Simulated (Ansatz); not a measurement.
Ansatz (a first-principles code) job for C₆H₄Cl, SMILES Clc1cc[c]cc1, multiplicity 2, PBE0/def2-SVPD. Geometry: PBE0-D3(BJ)/def2-SVP. The isomer is the one that the SMILES or the coordinates give; other isomers of the formula were not compared.

Ansatz 0.2 input:
```yaml
crystal:
  periodic: [false, false, false]
  atoms:
    - {symbol: Cl, position_ang: [0.00000000, -0.00000000, -2.17980413]}
    - {symbol: C, position_ang: [0.00000000, -0.00000000, -0.44612817]}
    - {symbol: C, position_ang: [0.00000000, -1.21886570, 0.23486626]}
    - {symbol: C, position_ang: [0.00000000, -1.22364357, 1.63460487]}
    - {symbol: C, position_ang: [0.00000000, 0.00000000, 2.26463496]}
    - {symbol: C, position_ang: [0.00000000, 1.22364357, 1.63460487]}
    - {symbol: C, position_ang: [0.00000000, 1.21886570, 0.23486626]}
    - {symbol: H, position_ang: [0.00000000, -2.15355000, -0.32945765]}
    - {symbol: H, position_ang: [0.00000000, -2.16782287, 2.18544559]}
    - {symbol: H, position_ang: [0.00000000, 2.16782287, 2.18544558]}
    - {symbol: H, position_ang: [0.00000000, 2.15355000, -0.32945765]}
basis:
  gaussian:
    orbitals: def2-SVPD
hamiltonian:
  xc: {name: PBE0}
magnetization: {spin_polarized: true, initial_magnetization: 1}
```

Log of the run:

```
WARN ansatz: RAYON_NUM_THREADS=2 ignored (pool sized by the plan → 2); use --threads N
Functional definition: PBE0
integrals: 0.13 GiB planned
1556 factors; their error is unknown
mean field: 1.40 GiB planned
mean field evaluation 1: about -18782.3681 eV, gradient 3.2e1 eV
mean field evaluation 2: about -18780.6352 eV, gradient 3.7e1 eV
mean field evaluation 4: about -18787.8014 eV, gradient 1.4e0 eV
mean field evaluation 8: about -18787.8092 eV, gradient 1.0e-1 eV
mean field evaluation 16: about -18787.8399 eV, gradient 2.0e-3 eV
mean field -18787.83988459 eV, -690.4403809035 hartree, gradient 4.9e-5 eV, S^2 0.762027; 0 other end points of the search recorded, 0 dependent functions left out
reference -18787.83992462 eV, -690.4403823745 hartree; 29, 28 occupied and 150, 151 virtual orbitals, 1556 factors
Total energy: -18787.83992462 eV, -690.4403823745 hartree
```

The run converged.

Cost: very roughly 17 core-seconds.
